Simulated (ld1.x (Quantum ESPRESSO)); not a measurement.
What one change does to a pseudopotential (thallium, ultrasoft)

thallium (Tl), ultrasoft, made with ld1.x (Quantum ESPRESSO) 7.5 (PBE, scalar-relativistic). Core [Xe] 4f14, reference 5d10 6s2 6p1. Waves: 6s (bound): rcut 2.05, rcutus 2.40 bohr; 6s channel at 0.05 Ry: rcut 2.05, rcutus 2.40 bohr; 6p (bound): rcut 2.20, rcutus 2.40 bohr; 6p channel at 3.35 Ry: rcut 2.20, rcutus 2.40 bohr; 5d (bound): rcut 1.90, rcutus 2.40 bohr; 5d channel at 4.05 Ry: rcut 1.90, rcutus 2.40 bohr. Local part: all-electron potential smoothed inside 1.80 bohr (lloc = -1). Core correction: Bessel-smoothed model core inside 1.85 bohr. Augmentation charge: PSQ, inside the norm-conserving radii.

Change: local potential all-electron potential smoothed inside 1.18 bohr (lloc = -1).

Cutoffs: the cutoffs (Ry, on a coarse ladder) from which the occupation-weighted sum of valence levels, in a spherical-Bessel basis at the reference potential, stays within 10 and 1 mRy of its value at 400 Ry; they do not see the model core or the augmentation charge, which bear on the density cutoff. Errors are all-electron minus pseudo energies relative to the spin-unpolarised reference configuration.

Q: What does the change do?

A: The bound ghosts move from s to p; the errors of the 7 common tests hardly move; the range in which the s phases agree narrows (upper end 4.4 → 3.1). A state that the projectors do not describe sees the local part alone, so a deeper or shallower local part can create or remove a ghost.

```tsv
quantity	base	changed
cutoffs, loose and tight	18 Ry, 35 Ry	not determined
bound ghosts	s	p (s not tested, overlap not positive)
error for 5d10 6s2 6p0, meV [ΔE 5.17 eV]	-2.4	-2.4
error for 5d10 6s1 6p0, meV [ΔE 25.95 eV]	-20	-18
error for 5d10 6s0 6p0, meV [ΔE 56.09 eV]	-80	-73
error for 5d10 6s0 6p3, meV [ΔE 15.21 eV]	-46	-43
error for 5d10 6s2 6p1.3, meV [ΔE -0.49 eV]	+0.2	+0.1
error for 5d9 6s0 6p0, meV [ΔE 107.88 eV]	-120	-108
error for 5d10 6s1 6p2, meV [ΔE 7.40 eV]	-12	-11
s: phases at 2.58 bohr within 0.05 rad from the reference energy up to (Ry; the scan ends near 5)	4.4	3.1
p: phases at 2.58 bohr within 0.05 rad from the reference energy up to (Ry; the scan ends near 5)	4.2	to the end of the scan
d: phases at 2.58 bohr within 0.05 rad from the reference energy up to (Ry; the scan ends near 5)	to the end of the scan	to the end of the scan
lowest overlap eigenvalue by channel	s 0.25, p 0.53, d 0.75	s -0.11, p 0.41, d 0.74
```

Changed file: the overlap operator is not positive definite in a basis up to 400 Ry (lowest eigenvalue s -0.11), so the file is unfit for use: the generalised eigenproblem breaks down once the basis is large enough, and its test numbers describe a broken file. A true bound ghost makes a file unfit for plane-wave use even where its test errors are small: the radial tests pick states by their node count and pass the ghost by.
